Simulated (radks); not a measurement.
Species: Au. Configuration: [Xe] 4f14 5d10 6s1. All-electron calculation, non-relativistic Kohn-Sham, LDA (Slater exchange, Perdew-Wang correlation), spin-polarised, spherical densities, point nucleus; open shells are filled with parallel spins first (spin-orbit coupling, left out, can overturn this in heavy ions); relativity is left out, which matters for an element this heavy. Program: a radial shooting solver on a logarithmic mesh with Libxc functionals.

Radial electron density D(r) = 4 pi r^2 rho(r):

```
   r/bohr * D(r) (the largest magnitude, 142, reaches the edge; | marks zero)
 0.000869 |*
 0.001012 |*
 0.001187 | *
 0.001382 |  *
 0.001609 |  *
 0.001888 |    *
 0.002198 |     *
 0.002579 |       *
 0.003003 |         *
 0.003496 |           *
 0.004102 |              *
 0.004776 |                 *
 0.005604 |                     *
 0.006524 |                         *
 0.007595 |                             *
 0.008913 |                                 *
  0.01038 |                                    *
  0.01218 |                                      *
  0.01418 |                                      *
   0.0165 |                                      *
  0.01937 |                                     *
  0.02255 |                                   *
  0.02646 |                                   *
   0.0308 |                                     *
  0.03586 |                                         *
  0.04208 |                                              *
  0.04899 |                                                   *
  0.05749 |                                                      *
  0.06692 |                                                     *
  0.07791 |                                                 *
  0.09143 |                                             *
   0.1064 |                                            *
   0.1239 |                                               *
   0.1454 |                                                  *
   0.1693 |                                                 *
   0.1986 |                                         *
   0.2313 |                                 *
   0.2692 |                             *
   0.3159 |                              *
   0.3678 |                                 *
   0.4316 |                                *
   0.5025 |                         *
    0.585 |                 *
   0.6865 |           *
   0.7991 |        *
   0.9378 |       *
    1.092 |      *
    1.271 |     *
    1.492 |   *
    1.736 |  *
    2.038 | *
    2.372 |*
    2.762 |*
    3.241 *
    3.773 *
    4.427 *
    5.154 *
        6 *
    7.041 *
    8.197 *
    9.619 *
     11.2 *
```

D(r) has 4 maxima, at r = 0.0143, 0.0589, 0.151, 0.386 bohr, and minima at 0.0248, 0.101, 0.278 bohr, inside which lie 1.93, 11.48, 30.54 electrons.
